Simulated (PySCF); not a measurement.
Compound: C4H13B2N.
SMILES with atom numbers: `[BH2:1][NH:2][BH:3][C:4]([CH3:5])([CH3:6])[CH3:7]` (hydrogens: H8, H9 on B1; H10 on N2; H11 on B3; H12, H13, H14 on C5; H15, H16, H17 on C6; H18, H19, H20 on C7)

Theory: PySCF 2.14.0, density-fitted response routines, TDDFT B3LYP/def2-SVPD, vertical, gas phase, core orbitals frozen in the response. The structure is a single PBE0-D3(BJ)/def2-SVP conformer in the gas phase; no vibrational or solvent corrections. Torsions of this conformer, `[BH2:1][NH:2][BH:3][C:4]([CH3:5])([CH3:6])[CH3:7]`: B1–N2–B3–C4 180°, N2–B3–C4–C5 -121°.

Question: List the vertical singlet excitations with oscillator strengths and describe the spectrum.

Answer: 

| state | E (eV) | E (kJ/mol) | λ (nm) | f | symmetry | main configurations (H = HOMO, L = LUMO) |
| --- | --- | --- | --- | --- | --- | --- |
| S1 | 5.55 | 536 | 223.3 | 0.0036 | A″ | H→L (97%) |
| S2 | 6.30 | 608 | 196.9 | 0.0004 | – | H-1→L (83%), H-3→L (14%) |
| S3 | 6.89 | 665 | 180.0 | 0.0083 | A″ | H-3→L (82%), H-1→L (14%) |
| S4 | 6.99 | 674 | 177.4 | 0.184 | A′ | H-2→L (96%) |
| S5 | 7.17 | 692 | 172.9 | 0.0002 | – | H→L+2 (95%) |
| S6 | 7.23 | 698 | 171.5 | 0.0089 | A′ | H→L+1 (95%) |
| S7 | 7.33 | 707 | 169.1 | 0.285 | A′ | H-4→L (92%) |
| S8 | 7.56 | 729 | 164.0 | 0.011 | A″ | H-5→L (93%) |
| S9 | 7.93 | 765 | 156.3 | 0.015 | A′ | H→L+3 (95%) |
| S10 | 8.02 | 774 | 154.6 | 0.0023 | A′ | H-6→L (98%) |

Triplets (Tamm–Dancoff): T1 5.20 eV, H→L (91%); T2 5.79 eV, H-1→L (68%), H-3→L (22%); T3 6.05 eV, H-2→L (56%), H-4→L (42%); T4 6.62 eV, H-3→L (50%), H-5→L (21%), H-1→L (19%).

The lowest singlet comes at 223 nm (536 kJ/mol) in the ultraviolet; it is very weak; its leading configuration is HOMO→LUMO (97%). The strongest level in the table is S7 at 7.33 eV (169 nm, f = 0.285). Löwdin shares by element: HOMO carbon 40% or more, boron 23% or more (atoms not listed hold the other 37%); LUMO boron 59%, nitrogen 15%, hydrogen 7% or more (atoms not listed hold the other 19%). The listed states span 2.47 eV, and the widest gap between neighbours is 0.75 eV (S1 to S2). The oscillator strengths of these states sum to 0.519; summed over the whole spectrum of an exact calculation they would give the number of electrons, 54 (Thomas–Reiche–Kuhn). Weighted by f, the mean energy of these states is 7.21 eV. The vertical ionisation energy (ΔSCF) is 9.92 eV, 1.90 eV above S10. Symmetry labels in Cs follow from the direction of the transition dipole and are given only for states with f of 0.002 or more. Only the lowest 10 singlets were computed, as vertical energies without vibronic structure.
